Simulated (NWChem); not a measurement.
System: SiNH5O2; SMILES N[SiH](O)O

Here is an NWChem input.

```
start job
memory heap 200 mb stack 900 mb global 1100 mb
geometry units angstroms noautoz
  Si    -0.045183     0.010345     0.330191
  N     -0.242871    -1.575788    -0.284741
  O     -1.166054     1.075370    -0.269249
  O      1.406567     0.682344    -0.129462
  H     -0.153973    -0.126339     1.808903
  H     -0.713214    -2.271885     0.281561
  H     -0.395525    -1.740688    -1.273660
  H     -0.824345     1.955129    -0.456019
  H      2.177733     0.117825    -0.026852
end
basis spherical
  Si library aug-cc-pvdz
  N library aug-cc-pvdz
  O library aug-cc-pvdz
  H library aug-cc-pvdz
end
dft
  xc xpbe96 cpbe96
  iterations 150
  mulliken
end
task dft energy
```

Excerpt of the output:

```
             Northwest Computational Chemistry Package (NWChem) 7.3.0
             --------------------------------------------------------

 C1  symmetry detected

                             Geometry "geometry" -> ""
                             -------------------------

 Output coordinates in angstroms (scale by  1.889725989 to convert to a.u.)

  No.       Tag          Charge          X              Y              Z
 ---- ---------------- ---------- -------------- -------------- --------------
    1 Si                  14.0000    -0.01567880    -0.01439055     0.33739218
    2 N                    7.0000    -0.02779247    -1.62459541    -0.24581737
    3 O                    8.0000    -1.30529513     0.87492403    -0.20663692
    4 O                    8.0000     1.30068569     0.84080027    -0.21602881
    5 H                    1.0000    -0.01937551    -0.13517346     1.82147600
    6 H                    1.0000    -0.36430920    -2.36711742     0.35575480
    7 H                    1.0000    -0.21285705    -1.82853392    -1.22183797
    8 H                    1.0000    -1.09947131     1.78929130    -0.42387648
    9 H                    1.0000     2.14693905     0.38937472    -0.15295955

 Effective nuclear repulsion energy (a.u.)     186.2705450768

  pbe96 is a nonlocal functional; adding pw91lda local functional.

                                 NWChem DFT Module
                                 -----------------

 Summary of "ao basis" -> "ao basis" (spherical)
 ------------------------------------------------------------------------------
       Tag                 Description            Shells   Functions and Types
 ---------------- ------------------------------  ------  ---------------------
 Si                       aug-cc-pvdz               11       27   5s4p2d
 N                        aug-cc-pvdz                9       23   4s3p2d
 O                        aug-cc-pvdz                9       23   4s3p2d
 H                        aug-cc-pvdz                5        9   3s2p

            General Information
            -------------------
          SCF calculation type: DFT
          Wavefunction type:  closed shell.
          No. of atoms     :     9
          No. of electrons :    42
           Alpha electrons :    21
            Beta electrons :    21
          Charge           :     0
          Spin multiplicity:     1
          Use of symmetry is: off; symmetry adaption is: off
          Maximum number of iterations: 150
          AO basis - number of functions:   141
                     number of shells:    63
          Convergence on energy requested:  1.00D-06
          Convergence on density requested:  1.00D-05
          Convergence on gradient requested:  5.00D-04

              XC Information
              --------------
          PerdewBurkeErnzerhof Exchange Functional  1.000
            Perdew 1991 LDA Correlation Functional  1.000 local
           PerdewBurkeErnz. Correlation Functional  1.000 non-local

             Grid Information
             ----------------
          Grid used for XC integration:  medium
          Radial quadrature: Mura-Knowles
          Angular quadrature: Lebedev.
          Tag              B.-S. Rad. Rad. Pts. Rad. Cut. Ang. Pts.
          ---              ---------- --------- --------- ---------
          Si                  1.10       88          13.0       590
          N                   0.65       49          14.0       434
          O                   0.60       49          14.0       434
          H                   0.35       45          15.0       434
          Grid pruning is: on
          Number of quadrature shells:   460
          Spatial weights used:  Erf1

      Superposition of Atomic Density Guess
      -------------------------------------

 Sum of atomic energies:        -495.16901595

      Non-variational initial energy
      ------------------------------

 Total energy =    -496.694056
 1-e energy   =   -1052.402102
 2-e energy   =     369.437501
 HOMO         =      -0.377168
 LUMO         =       0.004729

     ---------------------------------------------
      Total Density - Mulliken Population Analysis
     ---------------------------------------------

    Atom       Charge   Shell Charges
 -----------   ------   -------------------------------------------------------
    1 Si  14    12.20   2.00  2.03  0.67  0.05 -0.09  6.01  0.99  0.17 -0.01  0.41 -0.03
    2 N    7     7.76   2.00  0.80  0.66  0.10  2.60  1.47  0.15  0.01 -0.02
    3 O    8     9.05   2.00  0.86  0.89  0.16  3.08  1.90  0.15  0.01 -0.01
    4 O    8     9.03   2.00  0.86  0.89  0.15  3.08  1.89  0.15  0.01 -0.01
    5 H    1     0.81   0.69  0.08 -0.01  0.01  0.04
    6 H    1     0.87   0.63  0.19  0.00  0.05 -0.01
    7 H    1     0.87   0.64  0.20  0.00  0.05 -0.02
    8 H    1     0.68   0.58  0.03  0.01  0.07  0.00
    9 H    1     0.71   0.59  0.04  0.01  0.07  0.01

   convergence    iter        energy       DeltaE   RMS-Dens  Diis-err
 ---------------- ----- ----------------- --------- --------- ---------
 d= 0,ls=0.0,diis     1   -497.3558054004 -6.84D+02  1.50D-02  1.11D+00
 d= 0,ls=0.0,diis     2   -497.1352657344  2.21D-01  8.11D-03  3.34D+00
 d= 0,ls=0.0,diis     3   -497.4626285365 -3.27D-01  1.50D-03  6.85D-02
 d= 0,ls=0.0,diis     4   -497.4669026215 -4.27D-03  6.90D-04  2.17D-02
 d= 0,ls=0.0,diis     5   -497.4690977175 -2.20D-03  1.67D-04  1.34D-03
  Resetting Diis
 d= 0,ls=0.0,diis     6   -497.4692474538 -1.50D-04  3.31D-05  1.09D-05
 d= 0,ls=0.0,diis     7   -497.4692486876 -1.23D-06  1.62D-05  1.55D-06
 d= 0,ls=0.0,diis     8   -497.4692486211  6.65D-08  8.72D-06  2.13D-06

         Total DFT energy =     -497.469248621110
      One electron energy =    -1056.596698861434
           Coulomb energy =      419.440666626564
    Exchange-Corr. energy =      -46.583761462995
 Nuclear repulsion energy =      186.270545076755

 Numeric. integr. density =       41.999997609570

[...]
```

Level: PBE/aug-cc-pVDZ. The geometry was optimised at PBE0/def2-SVP.
